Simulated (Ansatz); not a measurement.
`COC(Cl)I` + H₂ → `COCI` + HCl at 400 K and 1 bar (hydrogenolysis of a C–Cl bond).

Gas-phase electronic energies from Ansatz, PBE0-D4/def2-TZVP geometries. CBS: MP2 limit from def2 TZ/QZ plus the TZ coupled-cluster correction, frozen cores. This one scheme is used for every species. def2 core potentials past Kr. For I outer-core shells are correlated without core-valence functions, which leaves a few kJ/mol of doubt a bond. One conformer a species, not always the lowest.

```csv
species,CCSD(T)/CBS energy (Eh),H − E (kJ/mol),S (J/(mol·K))
`COC(Cl)I`,-910.87679,189.1,380.8
H₂,-1.17544,38.0,139.0
`COCI`,-451.70656,210.3,345.4
HCl,-460.38127,29.6,195.4
```

H − E and S are ideal-gas, rigid-rotor, harmonic terms from PBE0-D4/def2-TZVP, for one conformer and one mirror image of each species. The MP2-based limit puts H₂ 0.8 mEh under its directly extrapolated value; such offsets cancel only in part. 1 Eh = 2625.50 kJ/mol, R = 8.31446 J/(mol·K).

**Question.** By hand: ΔE, ΔH, ΔS and ΔG.

**Answer.** ΔE = (-451.70656) + (-460.38127) − (-910.87679) − (-1.17544) = -0.03560 Eh = -93.5 kJ/mol. Δ(H − E) = 210.3 + 29.6 − 189.1 − 38.0 = 12.8, so ΔH = -80.7 kJ/mol. ΔS = 345.4 + 195.4 − 380.8 − 139.0 = 21.0 J/(mol·K). ΔG = -80.7 − 400 × (21.0)/1000 = -89.1 kJ/mol.

**Question.** By hand: the equilibrium constant, and the temperature at which ΔG would vanish if ΔH and ΔS stayed fixed.

**Answer.** log₁₀ K = −ΔG/(RT ln 10) = 11.6. ΔH and −TΔS have one sign here, so there is no such temperature.

ΔH outweighs TΔS. A doubt of 5 kJ/mol in ΔE shifts log₁₀ K by 0.7 here. Other conformers and mirror images would add mixing entropy, several J/(mol·K) or more a flexible species. These are equilibria of isolated gas molecules and say nothing of rates. Largest T1 diagnostic: 0.011 (customary marks: 0.02 for closed shells, 0.045 for open ones).
